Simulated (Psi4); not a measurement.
HKO, charge -1, doublet, geometry from GFN2-xTB (such geometries of metal compounds can be far from the true shape) (a state made from the parent by changing its charge; the spin is typed, not shown lowest) (a gas-phase anion, which may not be bound at this level); WB97M-V/def2-SVP (Psi4).

Here is a job for Psi4.
```
memory 2 GB

molecule mol {
-1 2
K    -0.000000   -0.000000   -1.053636
O     0.000000    0.000000    2.116721
H     0.000000    0.000000    3.085324
}

set {
  basis def2-svp
  reference uks
  scf_type pk
  puream true
  d_convergence 1e-8
  dft_radial_points 99
  dft_spherical_points 590
}

energy('wb97m-v')
print_variables()
```

What the program printed (banner, timings and long lists left out):

```
   => Loading Basis Set <=

    Name: DEF2-SVP
    Role: ORBITAL
    Keyword: BASIS

         ---------------------------------------------------------
                                   SCF
               by Justin Turney, Rob Parrish, Andy Simmonett
                          and Daniel G. A. Smith
                              UKS Reference
         ---------------------------------------------------------

  ==> Geometry <==

    Molecular point group: c2v
    Full point group: C_inf_v

    Geometry (in Angstrom), charge = -1, multiplicity = 2:

       Center              X                  Y                   Z               Mass
    ------------   -----------------  -----------------  -----------------  -----------------
         K            0.000000000000     0.000000000000    -0.980604287227    38.963706486400
         O            0.000000000000     0.000000000000     2.189752712773    15.994914619570
         H            0.000000000000     0.000000000000     3.158355712773     1.007825032230

  Running in c2v symmetry.

  Rotational constants: A = ************  B =      0.13571  C =      0.13571 [cm^-1]
  Rotational constants: A = ************  B =   4068.54804  C =   4068.54804 [MHz]
  Nuclear repulsion =   32.170783673886966

  Charge       = -1
  Multiplicity = 2
  Electrons    = 29
  Nalpha       = 15
  Nbeta        = 14

  ==> Algorithm <==

  SCF Algorithm Type is PK.
  DIIS enabled.
  MOM disabled.
  Fractional occupation disabled.
  Guess Type is SAD.
  Energy threshold   = 1.00e-06
  Density threshold  = 1.00e-08
  Integral threshold = 1.00e-12

  ==> Primary Basis <==

  Basis Set: DEF2-SVP
    Blend: DEF2-SVP
    Number of shells: 19
    Number of basis functions: 43
    Number of Cartesian functions: 46
    Spherical Harmonics?: true
    Max angular momentum: 2

  ==> DFT Potential <==

   => LibXC <=

    Version 7.1.2
    S. Lehtola, C. Steigemann, M. J. T. Oliveira, and M. A. L. Marques,  SoftwareX 7, 1–5 (2018) (10.1016/j.softx.2017.11.002)

   => Composite Functional: WB97M-V <=

    wB97M-V Hyb-GGA Exchange-Correlation Functional

    N. Mardirossian and M. Head-Gordon,  J. Chem. Phys. 144, 214110 (2016) (10.1063/1.4952647)

    Deriv               =              1
    GGA                 =           TRUE
    Meta                =           TRUE

    Exchange Hybrid     =           TRUE
    MP2 Hybrid          =          FALSE

   => Exchange-Correlation Functionals <=

    1.0000   wB97M-V exchange-correlation functional

   => Exact (HF) Exchange <=

    0.8500            HF,LR [omega = 0.3000]
    0.1500               HF

   => LibXC Density Thresholds  <==

    XC_HYB_MGGA_XC_WB97M_V:  1.00E-13

   => VV10 Non-Local Parameters <=

    VV10 B              =     6.0000E+00
    VV10 C              =     1.0000E-02

   => Molecular Quadrature <=

    Radial Scheme          =       TREUTLER
    Pruning Scheme         =           NONE
    Nuclear Scheme         =       TREUTLER

    Blocking Scheme        =         OCTREE
    BS radius alpha        =              1
    Pruning alpha          =              1
    Radial Points          =             99
    Spherical Points       =            590
    Total Points           =         169043
    Total Blocks           =           1407
    Max Points             =            256
    Max Functions          =             42
    Weights Tolerance      =       1.00E-15

  ==> Integral Setup <==

  Using in-core PK algorithm.
   Calculation information:
      Number of atoms:                   3
      Number of AO shells:              19
      Number of primitives:             42
      Number of atomic orbitals:        46
      Number of basis functions:        43

      Integral cutoff                 1.00e-12
      Number of threads:                 1

  Performing in-core PK
  Using 1343793 doubles for integral storage.
  We computed 15295 shell quartets total.
  Whereas there are 18145 unique shell quartets.

  Computing range-separated integrals for PK
  We computed 15295 wK shell quartets total.
  Whereas there are 18145 wK unique shell quartets.

  ==> DiskJK: Disk-Based J/K Matrices <==

    J tasked:                  Yes
    K tasked:                  Yes
    wK tasked:                 Yes
    Omega:               3.000E-01
    Schwarz Cutoff:          1E-12

  Minimum eigenvalue in the overlap matrix is 5.3765780787E-02.
  Reciprocal condition number of the overlap matrix is 1.6675363412E-02.
    Using symmetric orthogonalization.

  ==> Pre-Iterations <==

  SCF Guess: Superposition of Atomic Densities via on-the-fly atomic UHF (no occupation information).

   -------------------------
    Irrep   Nso     Nmo
   -------------------------
     A1        22      22
     A2         3       3
     B1         9       9
     B2         9       9
   -------------------------
    Total      43      43
   -------------------------

  ==> Iterations <==

                        Total Energy        Delta E     RMS |[F,P]|

   @UKS iter SAD:  -674.76718646559937   -6.74767e+02   0.00000e+00
    Occupation by irrep:
             A1    A2    B1    B2
    DOCC [    10,    0,    2,    2 ]
    SOCC [     0,    0,    0,    1 ]
    NA   [    10,    0,    2,    3 ]
    NB   [    10,    0,    2,    2 ]

   @UKS iter   1:  -675.23004823860401   -4.62862e-01   3.05688e-02 ADIIS/DIIS
    Occupation by irrep:
             A1    A2    B1    B2
    DOCC [     8,    0,    3,    3 ]
    SOCC [     1,    0,    0,    0 ]
    NA   [     9,    0,    3,    3 ]
    NB   [     8,    0,    3,    3 ]

   @UKS iter   2:  -670.41720810347613    4.81284e+00   7.34849e-02 ADIIS/DIIS
   @UKS iter   3:  -675.49546268541644   -5.07825e+00   7.08561e-03 ADIIS/DIIS
   @UKS iter   4:  -675.51369670882650   -1.82340e-02   9.40276e-04 ADIIS/DIIS
   @UKS iter   5:  -675.51506706493467   -1.37036e-03   4.07005e-04 ADIIS/DIIS
   @UKS iter   6:  -675.51525193281009   -1.84868e-04   1.45903e-04 ADIIS/DIIS
   @UKS iter   7:  -675.51527062141520   -1.86886e-05   5.98749e-05 DIIS
   @UKS iter   8:  -675.51527356402062   -2.94261e-06   1.22834e-05 DIIS
   @UKS iter   9:  -675.51527373385989   -1.69839e-07   6.56345e-06 DIIS
   @UKS iter  10:  -675.51527380741777   -7.35579e-08   1.38419e-06 DIIS
   @UKS iter  11:  -675.51527381176561   -4.34784e-09   1.35004e-06 DIIS
   @UKS iter  12:  -675.51527381270000   -9.34392e-10   2.33055e-07 DIIS
   @UKS iter  13:  -675.51527381279527   -9.52696e-11   2.36288e-08 DIIS
   @UKS iter  14:  -675.51527381279777   -2.50111e-12   7.86254e-09 DIIS
  Energy and wave function converged.

  ==> Post-Iterations <==

   Electrons on quadrature grid:
      Nalpha   =   14.9999491632 ; deviation = -5.084e-05
      Nbeta    =   13.9999984254 ; deviation = -1.575e-06
      Ntotal   =   28.9999475886 ; deviation = -5.241e-05

   @Spin Contamination Metric:   2.535700978E-04
   @S^2 Expected:                7.500000000E-01
   @S^2 Observed:                7.502535701E-01
   @S   Expected:                5.000000000E-01
   @S   Observed:                5.000000000E-01

    Orbital Energies [Eh]
    ---------------------

    Alpha Occupied:

[...]
    Alpha Virtual:

[...]
      22A1     4.125866

    Beta Occupied:

[...]
    Beta Virtual:

[...]
    Final Occupation by Irrep:
             A1    A2    B1    B2
    DOCC [     8,    0,    3,    3 ]
    SOCC [     1,    0,    0,    0 ]
    NA   [     9,    0,    3,    3 ]
    NB   [     8,    0,    3,    3 ]

  @UKS Final Energy:  -675.51527381279777

   => Energetics <=

    Nuclear Repulsion Energy =             32.1707836738869659
    One-Electron Energy =                -998.1989360829502402
    Two-Electron Energy =                 322.9344150186219053
    DFT Exchange-Correlation Energy =     -32.5440080175822146
    Empirical Dispersion Energy =           0.0000000000000000
    VV10 Nonlocal Energy =                  0.1224715952259088
    Total Energy =                       -675.5152738127977727

  UHF NO Occupations:
  HONO-2 :    3 B2 1.9999596
  HONO-1 :    3 B1 1.9999596
  HONO-0 :    9 A1 1.0000000
  LUNO+0 :    4 B1 0.0000404
  LUNO+1 :    4 B2 0.0000404
  LUNO+2 :   10 A1 0.0000381
  LUNO+3 :   11 A1 0.0000028

Computation Completed

Properties will be evaluated at   0.000000,   0.000000,   0.000000 [a0]

Properties computed using the SCF density matrix

 Multipole Moments:

 ------------------------------------------------------------------------------------
     Multipole            Electronic (a.u.)      Nuclear  (a.u.)        Total (a.u.)
 ------------------------------------------------------------------------------------

 L = 1.  Multiply by 2.5417464519 to convert [e a0] to [Debye]
 Dipole X            :          0.0000000            0.0000000            0.0000000
 Dipole Y            :          0.0000000            0.0000000            0.0000000
 Dipole Z            :         -4.6141146            3.8642933           -0.7498213
 Magnitude           :                                                    0.7498213

 ------------------------------------------------------------------------------------

  Variable Map:
  ----------------------------------------------------------------------------
[...]
  Array Variable Map:
  ----------------------------------------------------------------------------
[...]
[...]
```
